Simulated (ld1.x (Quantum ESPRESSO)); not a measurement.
**Reading a pseudo-wave (Mo (Z = 42))**

Columns: radius, all-electron u(r) and pseudo u(r) of the 4s shell (level -64.35 eV) of molybdenum in the configuration [Ar] 3d10 4s2 4p6 4d5 5s1 5p0; PBE, scalar-relativistic, TM scheme, ld1.x (Quantum ESPRESSO) 7.5.

| r (bohr) | all-electron | pseudo |
| --- | --- | --- |
| 0.105 | -0.3835 | -0.0525 |
| 0.210 | 0.2148 | -0.1151 |
| 0.315 | 0.5952 | -0.1990 |
| 0.420 | 0.3948 | -0.3166 |
| 0.525 | -0.0543 | -0.4761 |
| 0.630 | -0.4961 | -0.6708 |
| 0.735 | -0.8233 | -0.8694 |
| 0.840 | -1.0179 | -1.0236 |
| 0.945 | -1.0981 | -1.0982 |
| 1.050 | -1.0939 | -1.0939 |
| 1.155 | -1.0340 | -1.0340 |
| 1.260 | -0.9426 | -0.9426 |
| 1.365 | -0.8369 | -0.8369 |
| 1.470 | -0.7286 | -0.7286 |
| 1.575 | -0.6249 | -0.6249 |
| 1.680 | -0.5298 | -0.5298 |
| 1.785 | -0.4450 | -0.4450 |
| 1.890 | -0.3710 | -0.3710 |
| 1.995 | -0.3076 | -0.3076 |
| 2.100 | -0.2537 | -0.2537 |
| 2.205 | -0.2084 | -0.2084 |
| 2.310 | -0.1706 | -0.1706 |
| 2.415 | -0.1394 | -0.1394 |
| 2.520 | -0.1135 | -0.1135 |
| 2.625 | -0.0923 | -0.0923 |
| 2.730 | -0.0749 | -0.0749 |

Q: How many radial nodes do the two functions have?

A: The all-electron 4s function has n − l − 1 = 3 (the table is too coarse to show those close to the nucleus); the pseudo-wave has 0, since the states of the same l below it are removed with the core.

Q: At about which radius was the pseudo-wave matched?

A: 1.10 bohr. The columns agree to 0.0005 from 0.94 bohr on; several derivatives are matched, so the curves merge somewhat inside the radius.

Q: Is the pseudo-wave norm-conserving?

A: Yes: the TM scheme keeps the norm inside the radius equal to the all-electron one, which fixes the energy derivative of the logarithmic derivative at the level.
